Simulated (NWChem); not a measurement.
HfCl₂F₂; SMILES [F][Hf]([Cl])([Cl])[F]

def2 effective core potentials on Hf; no spin-orbit coupling.

Q: Give the equilibrium geometry at PBE0/def2-SVP with def2 effective core potentials on Hf (NWChem) as a Z-matrix, with the point group.

A: point group C2v; any orientation.
```
Hf
F 1 1.8935
F 1 1.8935 2 108.18
Cl 1 2.3400 2 109.44 3 -119.17
Cl 1 2.3400 2 109.44 3 119.17
```
